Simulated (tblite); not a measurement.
A geometry optimisation, step by step.

Species: C₂H₈BF₃Si₂.
Atom-mapped SMILES: `[BH2:1][Si@@H:2]([SiH2:3][CH3:4])[C:5]([F:6])([F:7])[F:8]` (hydrogens: H9, H10 on B1; H11 on Si2; H12, H13 on Si3; H14, H15, H16 on C4)

Computed with GFN2-xTB (tblite), gas phase: L-BFGS steps from a force-field or distance-geometry start until the largest atomic force falls under 0.01 eV/Å. 8 of its 149 geometries are shown.

Step 0: E = -739.9049 eV, largest atomic force 2.216 eV/Å
```
atom  x, y, z in Å  |  force x, y, z in eV/Å
B1      0.586    2.169   -0.075   -0.116   0.665  -0.475
Si2     0.979    0.372    0.502   -0.072   1.599   1.533
Si3    -0.894   -0.649    1.146   -0.841  -0.830   0.858
C4     -2.098   -0.683   -0.299   -0.621  -0.232   0.126
C5      1.782   -0.588   -0.875    0.845  -0.508  -0.884
F6      0.936   -0.603   -1.980    1.317  -0.367   0.840
F7      2.977    0.021   -1.233   -1.125  -1.145  -0.158
F8      2.035   -1.878   -0.468    0.047   0.961  -1.090
H9     -0.534    2.554   -0.066    0.427   0.014   0.010
H10     1.441    2.878   -0.445   -0.176   0.156   0.002
H11     1.905    0.422    1.652    0.263  -0.206  -0.209
H12    -0.606   -2.021    1.576   -0.187  -0.086   0.130
H13    -1.511    0.104    2.266    0.106  -0.175  -0.156
H14    -2.298    0.344   -0.637   -0.083  -0.539  -0.073
H15    -3.049   -1.158    0.036    0.614   0.412  -0.553
H16    -1.658   -1.275   -1.110   -0.399   0.282   0.098
```

Step 21: E = -740.4479 eV, largest atomic force 0.149 eV/Å
```
atom  x, y, z in Å  |  force x, y, z in eV/Å
B1      0.640    2.287   -0.123    0.008  -0.005   0.020
Si2     0.964    0.491    0.607   -0.061  -0.071   0.116
Si3    -0.937   -0.742    1.208    0.073   0.007   0.025
C4     -2.124   -0.727   -0.279   -0.031  -0.008  -0.001
C5      1.795   -0.545   -0.840    0.020  -0.021  -0.063
F6      1.001   -0.607   -1.938   -0.002  -0.006  -0.007
F7      2.969   -0.036   -1.266   -0.023   0.018   0.013
F8      2.048   -1.826   -0.499   -0.018   0.002  -0.001
H9     -0.460    2.686   -0.138    0.037   0.063  -0.041
H10     1.478    2.989   -0.532    0.010   0.001  -0.021
H11     2.071    0.369    1.579   -0.035   0.026   0.001
H12    -0.742   -2.128    1.654    0.030   0.018  -0.037
H13    -1.594   -0.037    2.324    0.001  -0.005  -0.005
H14    -2.319    0.287   -0.616   -0.010   0.010   0.003
H15    -3.080   -1.176   -0.028   -0.021  -0.018  -0.009
H16    -1.716   -1.275   -1.124    0.023  -0.012   0.008
```

Step 42: E = -740.4677 eV, largest atomic force 0.048 eV/Å
```
atom  x, y, z in Å  |  force x, y, z in eV/Å
B1      0.729    2.320   -0.164    0.002   0.011   0.010
Si2     0.893    0.528    0.631    0.011   0.019  -0.007
Si3    -0.957   -0.772    1.223   -0.011   0.007  -0.030
C4     -2.148   -0.771   -0.263    0.021  -0.003   0.029
C5      1.737   -0.502   -0.818   -0.006   0.003   0.004
F6      0.949   -0.557   -1.921   -0.011  -0.005  -0.017
F7      2.907    0.024   -1.232    0.016   0.004  -0.007
F8      1.999   -1.786   -0.495   -0.011  -0.009   0.009
H9     -0.307    2.856   -0.245   -0.015   0.000  -0.002
H10     1.654    2.894   -0.591    0.011  -0.006  -0.007
H11     1.983    0.407    1.617    0.020  -0.006   0.043
H12    -0.648   -2.162    1.587   -0.009   0.016  -0.005
H13    -1.629   -0.161    2.385    0.007  -0.015  -0.039
H14    -2.376    0.243   -0.585   -0.018  -0.038   0.012
H15    -3.089   -1.263   -0.031    0.020   0.005  -0.010
H16    -1.705   -1.289   -1.111   -0.028   0.017   0.018
```

Step 63: E = -740.4708 eV, largest atomic force 0.027 eV/Å
```
atom  x, y, z in Å  |  force x, y, z in eV/Å
B1      0.760    2.336   -0.164   -0.005   0.011  -0.012
Si2     0.905    0.547    0.642   -0.017  -0.008  -0.020
Si3    -0.951   -0.763    1.199    0.008  -0.002   0.003
C4     -2.169   -0.788   -0.263    0.000  -0.001   0.003
C5      1.737   -0.494   -0.806    0.000  -0.003  -0.002
F6      0.940   -0.536   -1.905    0.012   0.006  -0.011
F7      2.914    0.012   -1.226   -0.004  -0.005  -0.006
F8      1.976   -1.782   -0.483    0.003  -0.001   0.008
H9     -0.273    2.879   -0.249    0.014   0.003   0.006
H10     1.688    2.887   -0.613   -0.010  -0.004   0.007
H11     1.979    0.408    1.645    0.005  -0.002   0.013
H12    -0.621   -2.148    1.558   -0.006   0.003  -0.003
H13    -1.629   -0.167    2.362   -0.008   0.004   0.002
H14    -2.454    0.217   -0.564    0.000  -0.001   0.009
H15    -3.080   -1.325   -0.014    0.003  -0.006   0.000
H16    -1.730   -1.274   -1.130    0.005   0.006   0.002
```

Step 85: E = -740.4724 eV, largest atomic force 0.012 eV/Å
```
atom  x, y, z in Å  |  force x, y, z in eV/Å
B1      0.776    2.354   -0.170   -0.001  -0.001   0.004
Si2     0.894    0.553    0.614    0.003   0.000   0.003
Si3    -0.956   -0.756    1.190   -0.003   0.000   0.006
C4     -2.191   -0.804   -0.257    0.003   0.005  -0.002
C5      1.747   -0.502   -0.812    0.000   0.001   0.001
F6      0.981   -0.540   -1.932    0.002   0.005   0.000
F7      2.942   -0.013   -1.201    0.000  -0.002  -0.004
F8      1.962   -1.792   -0.476    0.001   0.001   0.003
H9     -0.238    2.933   -0.210   -0.001  -0.001   0.006
H10     1.710    2.887   -0.630   -0.001  -0.008  -0.009
H11     1.952    0.416    1.636   -0.001   0.002  -0.002
H12    -0.617   -2.136    1.560    0.000   0.001  -0.001
H13    -1.629   -0.151    2.352   -0.001  -0.001   0.001
H14    -2.549    0.191   -0.508   -0.004   0.005   0.004
H15    -3.058   -1.412   -0.017    0.004   0.000  -0.009
H16    -1.733   -1.221   -1.150   -0.002  -0.008   0.001
```

Step 106: E = -740.4989 eV, largest atomic force 0.335 eV/Å
```
atom  x, y, z in Å  |  force x, y, z in eV/Å
B1      0.695    2.295   -0.170    0.218  -0.056  -0.248
Si2     0.923    0.527    0.625   -0.011   0.008   0.009
Si3    -0.961   -0.755    1.196    0.010   0.072  -0.055
C4     -2.155   -0.757   -0.286   -0.007   0.045  -0.070
C5      1.802   -0.526   -0.781   -0.015  -0.021   0.008
F6      1.062   -0.499   -1.920   -0.012  -0.022  -0.034
F7      3.020   -0.062   -1.128    0.010  -0.018   0.022
F8      1.966   -1.836   -0.491    0.022  -0.008   0.019
H9     -0.066    3.048    0.275   -0.128   0.191   0.120
H10     1.269    2.620   -1.145   -0.121  -0.047   0.135
H11     1.955    0.445    1.675   -0.005  -0.034   0.013
H12    -0.667   -2.129    1.616    0.014  -0.019  -0.032
H13    -1.652   -0.101    2.315   -0.005   0.018   0.078
H14    -2.590    0.230   -0.450    0.063  -0.111   0.031
H15    -2.976   -1.456   -0.141    0.053   0.031  -0.031
H16    -1.633   -1.036   -1.201   -0.085  -0.025   0.036
```

Step 127: E = -740.5581 eV, largest atomic force 0.094 eV/Å
```
atom  x, y, z in Å  |  force x, y, z in eV/Å
B1      0.645    2.320   -0.167   -0.058  -0.015   0.072
Si2     0.947    0.565    0.599    0.029  -0.008   0.023
Si3    -0.953   -0.707    1.157    0.011  -0.035  -0.005
C4     -2.138   -0.734   -0.329    0.021  -0.011   0.013
C5      1.823   -0.557   -0.750    0.021  -0.053  -0.017
F6      1.143   -0.583   -1.922   -0.014   0.001   0.001
F7      3.069   -0.139   -1.056    0.020   0.029  -0.021
F8      1.951   -1.850   -0.377   -0.013  -0.036   0.006
H9      0.474    3.239    0.536    0.027   0.037  -0.009
H10     0.483    2.482   -1.313    0.013   0.000  -0.014
H11     1.942    0.372    1.674   -0.019   0.050  -0.011
H12    -0.636   -2.089    1.535    0.025  -0.005  -0.006
H13    -1.614   -0.089    2.316   -0.027   0.016  -0.010
H14    -2.599    0.237   -0.484   -0.005   0.008  -0.029
H15    -2.936   -1.458   -0.191   -0.006   0.016   0.009
H16    -1.610   -1.002   -1.241   -0.026   0.007  -0.002
```

Step 148: E = -740.5644 eV, largest atomic force 0.010 eV/Å
```
atom  x, y, z in Å  |  force x, y, z in eV/Å
B1      0.619    2.315   -0.146   -0.003  -0.005  -0.001
Si2     0.956    0.566    0.619   -0.009   0.003  -0.001
Si3    -0.941   -0.725    1.151    0.004   0.008  -0.003
C4     -2.118   -0.724   -0.343    0.002  -0.003   0.004
C5      1.817   -0.563   -0.741   -0.003   0.002   0.003
F6      1.098   -0.607   -1.889    0.006  -0.006   0.004
F7      3.047   -0.132   -1.092   -0.004   0.003  -0.005
F8      1.970   -1.850   -0.358    0.003  -0.001   0.000
H9      0.555    3.266    0.531    0.002  -0.002   0.006
H10     0.356    2.448   -1.278    0.005   0.005   0.001
H11     1.967    0.413    1.684   -0.006  -0.003  -0.003
H12    -0.612   -2.109    1.510   -0.002   0.007  -0.005
H13    -1.633   -0.120    2.301    0.005  -0.003  -0.003
H14    -2.492    0.276   -0.552    0.001  -0.002   0.000
H15    -2.978   -1.365   -0.171   -0.002   0.002  -0.001
H16    -1.617   -1.080   -1.239   -0.001  -0.004   0.004
```

Task: Summarise the path.

Result: The energy falls by 15.21 kcal/mol from step 0 to step 148; nine tenths of that is first reached at step 106. It rises by more than 0.2 meV at steps 103 and 105. The largest force goes from 2.216 to 0.010 eV/Å. Among the bonds Si2–Si3 changes most, from 2.229 to 2.355 Å; the atoms move by 0.536 Å rms after alignment.

Task: Follow the three bonds and two angles with the largest change from start to end.

Result: 
```json
{"step": "0", "E above end (kcal/mol)": "15.21", "largest force (eV/Å)": "2.216", "Si2–Si3 (Å)": "2.229", "Si2–C5 (Å)": "1.861", "C5–F7 (Å)": "1.388", "C5–Si2–H11 (°)": "108.9", "B1–Si2–H11 (°)": "109.3"}
{"step": "6", "E above end (kcal/mol)": "4.32", "largest force (eV/Å)": "0.470", "Si2–Si3 (Å)": "2.295", "Si2–C5 (Å)": "1.974", "C5–F7 (Å)": "1.354", "C5–Si2–H11 (°)": "101.5", "B1–Si2–H11 (°)": "115.7"}
{"step": "13", "E above end (kcal/mol)": "2.95", "largest force (eV/Å)": "0.155", "Si2–Si3 (Å)": "2.340", "Si2–C5 (Å)": "1.968", "C5–F7 (Å)": "1.349", "C5–Si2–H11 (°)": "99.1", "B1–Si2–H11 (°)": "116.2"}
{"step": "19", "E above end (kcal/mol)": "2.74", "largest force (eV/Å)": "0.105", "Si2–Si3 (Å)": "2.342", "Si2–C5 (Å)": "1.969", "C5–F7 (Å)": "1.348", "C5–Si2–H11 (°)": "97.3", "B1–Si2–H11 (°)": "116.4"}
{"step": "26", "E above end (kcal/mol)": "2.56", "largest force (eV/Å)": "0.113", "Si2–Si3 (Å)": "2.333", "Si2–C5 (Å)": "1.972", "C5–F7 (Å)": "1.348", "C5–Si2–H11 (°)": "96.8", "B1–Si2–H11 (°)": "115.2"}
{"step": "32", "E above end (kcal/mol)": "2.39", "largest force (eV/Å)": "0.084", "Si2–Si3 (Å)": "2.337", "Si2–C5 (Å)": "1.967", "C5–F7 (Å)": "1.349", "C5–Si2–H11 (°)": "96.9", "B1–Si2–H11 (°)": "114.7"}
{"step": "39", "E above end (kcal/mol)": "2.25", "largest force (eV/Å)": "0.074", "Si2–Si3 (Å)": "2.338", "Si2–C5 (Å)": "1.967", "C5–F7 (Å)": "1.349", "C5–Si2–H11 (°)": "97.3", "B1–Si2–H11 (°)": "113.9"}
{"step": "45", "E above end (kcal/mol)": "2.20", "largest force (eV/Å)": "0.046", "Si2–Si3 (Å)": "2.339", "Si2–C5 (Å)": "1.972", "C5–F7 (Å)": "1.349", "C5–Si2–H11 (°)": "98.3", "B1–Si2–H11 (°)": "114.5"}
{"step": "51", "E above end (kcal/mol)": "2.18", "largest force (eV/Å)": "0.063", "Si2–Si3 (Å)": "2.337", "Si2–C5 (Å)": "1.966", "C5–F7 (Å)": "1.348", "C5–Si2–H11 (°)": "98.6", "B1–Si2–H11 (°)": "114.8"}
{"step": "58", "E above end (kcal/mol)": "2.17", "largest force (eV/Å)": "0.030", "Si2–Si3 (Å)": "2.337", "Si2–C5 (Å)": "1.969", "C5–F7 (Å)": "1.348", "C5–Si2–H11 (°)": "98.3", "B1–Si2–H11 (°)": "114.7"}
{"step": "64", "E above end (kcal/mol)": "2.16", "largest force (eV/Å)": "0.024", "Si2–Si3 (Å)": "2.339", "Si2–C5 (Å)": "1.969", "C5–F7 (Å)": "1.349", "C5–Si2–H11 (°)": "98.2", "B1–Si2–H11 (°)": "114.7"}
{"step": "71", "E above end (kcal/mol)": "2.14", "largest force (eV/Å)": "0.035", "Si2–Si3 (Å)": "2.339", "Si2–C5 (Å)": "1.968", "C5–F7 (Å)": "1.348", "C5–Si2–H11 (°)": "98.3", "B1–Si2–H11 (°)": "114.3"}
{"step": "77", "E above end (kcal/mol)": "2.13", "largest force (eV/Å)": "0.017", "Si2–Si3 (Å)": "2.339", "Si2–C5 (Å)": "1.969", "C5–F7 (Å)": "1.348", "C5–Si2–H11 (°)": "98.1", "B1–Si2–H11 (°)": "113.8"}
{"step": "84", "E above end (kcal/mol)": "2.12", "largest force (eV/Å)": "0.014", "Si2–Si3 (Å)": "2.338", "Si2–C5 (Å)": "1.969", "C5–F7 (Å)": "1.348", "C5–Si2–H11 (°)": "98.1", "B1–Si2–H11 (°)": "113.8"}
{"step": "90", "E above end (kcal/mol)": "2.12", "largest force (eV/Å)": "0.023", "Si2–Si3 (Å)": "2.339", "Si2–C5 (Å)": "1.968", "C5–F7 (Å)": "1.348", "C5–Si2–H11 (°)": "98.1", "B1–Si2–H11 (°)": "113.7"}
{"step": "97", "E above end (kcal/mol)": "2.08", "largest force (eV/Å)": "0.179", "Si2–Si3 (Å)": "2.341", "Si2–C5 (Å)": "1.966", "C5–F7 (Å)": "1.348", "C5–Si2–H11 (°)": "98.1", "B1–Si2–H11 (°)": "113.2"}
{"step": "103", "E above end (kcal/mol)": "1.93", "largest force (eV/Å)": "0.696", "Si2–Si3 (Å)": "2.338", "Si2–C5 (Å)": "1.975", "C5–F7 (Å)": "1.352", "C5–Si2–H11 (°)": "99.2", "B1–Si2–H11 (°)": "115.3"}
{"step": "109", "E above end (kcal/mol)": "1.24", "largest force (eV/Å)": "0.180", "Si2–Si3 (Å)": "2.349", "Si2–C5 (Å)": "1.967", "C5–F7 (Å)": "1.350", "C5–Si2–H11 (°)": "100.1", "B1–Si2–H11 (°)": "115.6"}
{"step": "116", "E above end (kcal/mol)": "0.69", "largest force (eV/Å)": "0.140", "Si2–Si3 (Å)": "2.344", "Si2–C5 (Å)": "1.970", "C5–F7 (Å)": "1.349", "C5–Si2–H11 (°)": "99.6", "B1–Si2–H11 (°)": "118.6"}
{"step": "122", "E above end (kcal/mol)": "0.28", "largest force (eV/Å)": "0.186", "Si2–Si3 (Å)": "2.352", "Si2–C5 (Å)": "1.965", "C5–F7 (Å)": "1.351", "C5–Si2–H11 (°)": "97.7", "B1–Si2–H11 (°)": "120.3"}
{"step": "129", "E above end (kcal/mol)": "0.09", "largest force (eV/Å)": "0.073", "Si2–Si3 (Å)": "2.355", "Si2–C5 (Å)": "1.961", "C5–F7 (Å)": "1.350", "C5–Si2–H11 (°)": "97.8", "B1–Si2–H11 (°)": "120.7"}
{"step": "135", "E above end (kcal/mol)": "0.03", "largest force (eV/Å)": "0.039", "Si2–Si3 (Å)": "2.350", "Si2–C5 (Å)": "1.967", "C5–F7 (Å)": "1.350", "C5–Si2–H11 (°)": "98.0", "B1–Si2–H11 (°)": "120.3"}
{"step": "142", "E above end (kcal/mol)": "0.00", "largest force (eV/Å)": "0.014", "Si2–Si3 (Å)": "2.352", "Si2–C5 (Å)": "1.965", "C5–F7 (Å)": "1.350", "C5–Si2–H11 (°)": "97.9", "B1–Si2–H11 (°)": "120.0"}
{"step": "148", "E above end (kcal/mol)": "0.00", "largest force (eV/Å)": "0.010", "Si2–Si3 (Å)": "2.355", "Si2–C5 (Å)": "1.965", "C5–F7 (Å)": "1.350", "C5–Si2–H11 (°)": "98.0", "B1–Si2–H11 (°)": "119.8"}
```

The cost below is that of the whole relaxation. The run took 0.91 s on Arm Neoverse V2, one thread, shared host.
